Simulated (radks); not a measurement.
Results of a calculation; reference values are marked as such.
Ionisation ladder of magnesium, from Mg IV to Mg VI. Each ion is in the ground configuration listed by NIST, and IE = E(next ion) - E(this ion). Code: a radial shooting solver on a logarithmic mesh with Libxc functionals. Model: Dirac Kohn-Sham, PBE, spin-unpolarised, spherical densities, finite nucleus; open shells fill j = l - 1/2 first; Fermi nuclear charge, rms radius 3.057 fm.

species  configuration  E (hartree)  IE, Delta-SCF (eV)  -e(HOMO) (eV)   HOMO  <r> HOMO (bohr)  IE, NIST (eV)       kind  error (eV)
Mg IV     [He] 2s2 2p5   -196.45558              112.14         96.091  2p3/2            0.642         109.27  semi-emp.        +2.9
Mg V      [He] 2s2 2p4   -192.33462              146.20         128.68  2p3/2            0.607         141.33  semi-emp.        +4.9
Mg VI     [He] 2s2 2p3   -186.96187              183.08         164.19  2p3/2            0.576          186.8  semi-emp.        -3.7

Reference values: NIST Atomic Spectra Database (exp. = measured, semi-emp. = semi-empirical, theory = theoretical value adopted there). The ionisation energy per charge of the ion left behind rises most, in proportion, at Mg VI ([He] 2s2 2p3), from 29.240 to 30.513 eV. Against the entries that are not theoretical the mean signed error is +1.4 % and the largest +3.4 %. Spin polarisation and multiplet splitting are left out, so open shells lie too high by an amount that depends on their filling.

Beside tabulated values, note that spin-unpolarised runs miss the spin-polarisation part of the exchange energy of open shells.
